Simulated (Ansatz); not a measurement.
Molecule: HTe2, charge 0, multiplicity 2. It need not be the lowest isomer of its formula. 
Coordinates optimised at B3LYP-D3(BJ)/def2-TZVP (Ansatz, a program for electronic structure):
```xyz
3

Te    -0.0218     0.0409    -1.3406
Te     0.0128    -0.0100     1.3114
H      0.4669    -1.6077     1.5147
```
Charge 0, spin multiplicity 2.

Computed values are from Ansatz. Valence correlation only, unless marked. UHF or UKS for open shells. No spin-orbit coupling. Frozen are the shells of the preceding noble gas and the d and f shells that filled before the atom's block. Past Kr the def2 sets carry scalar-relativistic core potentials. CBS marks a two-point X^-3 extrapolation of the correlation energy; Hartree-Fock from the larger set.

| Quantity | Result |
|---|---|
| atomisation energy De | 121.5 kcal/mol at CCSD(T)/CBS(def2-TZVPPD,def2-QZVPPD) |
| total energy | -534.9547 Eh at CCSD(T)/CBS(def2-TZVPPD,def2-QZVPPD) |
| dipole moment | 1.00 D at CCSD(T)/def2-SVPD |
| T1 diagnostic | 0.030 at CCSD/def2-QZVPPD |
